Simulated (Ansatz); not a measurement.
A nudged elastic band was laid between two geometries of AlF₂H₅OSSi (11 atoms, charge 0, multiplicity 1).

All numbers below come from Ansatz, RKS PBE0-D4/def2-SVP.

```json
{
 "movable images": "5",
 "climbing image": "yes",
 "spring": "5.0 eV/Å²",
 "optimiser": "quadratic models (default)",
 "start path": "through a guess of the saddle point",
 "force threshold": "0.03 eV/Å",
 "iteration limit": "60",
 "end points": "relaxed"
}
```

First end point:

```xyz
11
Properties=species:S:1:pos:R:3
Al -0.022 0.244 0.421
O -0.739 -0.140 1.910
Si -1.592 -0.869 3.108
H -2.706 -1.702 2.559
H -0.706 -1.746 3.934
H -2.182 0.176 4.005
F 1.630 0.058 0.276
F -0.905 0.090 -0.978
S 0.055 2.715 0.724
H 1.388 2.756 0.486
H 0.218 2.591 2.061
```

Last end point:

```xyz
11
Properties=species:S:1:pos:R:3
Al -0.046 0.757 0.491
O -0.134 0.251 2.339
Si -1.510 -0.679 2.883
H -1.506 -1.952 2.135
H -1.188 -0.900 4.321
H -2.748 0.123 2.757
F 1.227 -0.097 -0.168
F -1.578 0.076 0.274
S 0.174 2.939 0.534
H 1.392 2.883 -0.049
H 0.356 0.773 2.988
```

(1) Which bonds break or form, and what moves?

(2) What energy profile does the band end with?

(3) What is the geometry of the highest image?

(4) What are the harmonic wavenumbers there?

Results:

(1) Bonds broken: S9–H11. Bonds formed: O2–H11.

(2) The forces met the threshold. The highest image is number 3 of 0 to 6, 32.5 kJ/mol above the first end and 49.8 kJ/mol above the last; the last end lies 17.3 kJ/mol below the first. A vibrational analysis at the climbing image gives one clearly imaginary mode, 903i cm⁻¹: a first-order saddle point. The orbitals stay closed-shell, which can raise the energy where a bond breaks towards radicals; this wasn't checked here.

| image | path coordinate (Å) | energy (kJ/mol) | S9–H11 (Å) | O2–H11 (Å) |
| --- | --- | --- | --- | --- |
| 0 | 0.00 | 0.0 | 1.35 | 2.90 |
| 1 | 0.87 | 0.4 | 1.35 | 2.84 |
| 2 | 1.74 | 4.1 | 1.36 | 2.28 |
| 3 | 2.61 | 32.5 | 1.58 | 1.32 |
| 4 | 3.71 | -10.1 | 2.56 | 0.98 |
| 5 | 4.82 | -15.0 | 2.80 | 0.97 |
| 6 | 5.93 | -17.3 | 3.28 | 0.97 |

(3) 
```xyz
11
Properties=species:S:1:pos:R:3
Al -0.020 0.454 0.250
O -0.620 0.323 1.946
Si -1.467 -0.654 3.029
H -1.959 -1.852 2.293
H -0.561 -1.065 4.138
H -2.609 0.131 3.575
F 1.466 -0.248 0.008
F -1.215 0.238 -0.882
S 0.228 2.706 0.929
H 1.519 2.528 1.291
H -0.323 1.611 1.929
```

(4) 903i, 34, 41, 93, 119, 194, 218, 245, 371, 390, 416, 565, 577, 723, 734, 806, 940, 953, 954, 963, 1010, 1148, 1501, 2257, 2261, 2265, 2709 cm⁻¹.

The run took 4 min on 4 threads of Arm Neoverse V2, on a shared host, peak memory 0.33 GiB.
